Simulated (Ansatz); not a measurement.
Z-matrix (Å, degrees):
```
C
Si 1 1.856
H 1 1.093 2 110.3
H 1 1.092 2 110.8 3 120.1
H 1 1.093 2 111.1 3 -120.1
C 2 1.848 1 113.8 3 -60.9
O 2 1.641 1 112.2 3 60.2
Cl 2 2.076 1 106.6 3 178.9
H 6 1.092 2 110.4 1 -177.5
H 6 1.092 2 110.9 1 -57.3
H 6 1.093 2 110.2 1 62.8
H 7 0.958 2 118.0 1 66.0
```

The species carries charge 0 and has multiplicity 1.

Problem. List the PBE0/def2-TZVPP orbital energies in eV (the Gaussian-basis code of Ansatz). (Estimate.)

Solution. Computed: Occupied: -2766.91, -1803.51, -522.76, -277.85, -277.80, -258.78, -197.04, -196.93, -196.92, -145.66, -100.39, -100.32, -100.27, -28.26, -22.72, -20.04, -19.46, -15.44, -12.93, -11.93, -11.81, -11.47, -11.34, -10.64, -10.46, -9.67, -9.21, -8.86, -8.39. Lowest empty: 0.72, 1.44, 1.86, 2.05, 2.58, 2.67, 3.15, 3.44.
